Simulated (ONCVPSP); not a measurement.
## Reading a pseudo-wave (Cr)

Columns: radius, all-electron u(r) and pseudo u(r) of the 3p shell (level -45.48 eV) of chromium in the configuration [Ne] 3s2 3p6 3d5 4s1; PW91, scalar-relativistic, ONCV scheme, ONCVPSP 4.0.1.

```csv
r (bohr),all-electron,pseudo
0.088,-0.4178,0.0373
0.175,-0.5544,0.1412
0.262,-0.3023,0.2962
0.350,0.0961,0.4814
0.438,0.4751,0.6693
0.525,0.7644,0.8345
0.612,0.9563,0.9623
0.700,1.0609,1.0440
0.788,1.0948,1.0770
0.875,1.0785,1.0672
0.962,1.0295,1.0244
1.050,0.9599,0.9584
1.138,0.8799,0.8798
1.225,0.7973,0.7973
1.312,0.7155,0.7156
1.400,0.6364,0.6364
1.487,0.5634,0.5634
1.575,0.4955,0.4955
1.662,0.4348,0.4348
1.750,0.3796,0.3796
1.838,0.3305,0.3305
1.925,0.2876,0.2876
2.012,0.2498,0.2498
2.100,0.2162,0.2162
2.188,0.1869,0.1869
2.275,0.1617,0.1617
```

Task: How many radial nodes do the two functions have?

Result: The all-electron 3p function has n − l − 1 = 1; the pseudo-wave has 0, since the states of the same l below it are removed with the core.

Task: At about which radius was the pseudo-wave matched?

Result: 1.25 bohr. The columns agree to 0.0005 from 1.14 bohr on; several derivatives are matched, so the curves merge somewhat inside the radius.

Task: Is the pseudo-wave norm-conserving?

Result: Yes: the ONCV scheme keeps the norm inside the radius equal to the all-electron one, which fixes the energy derivative of the logarithmic derivative at the level.
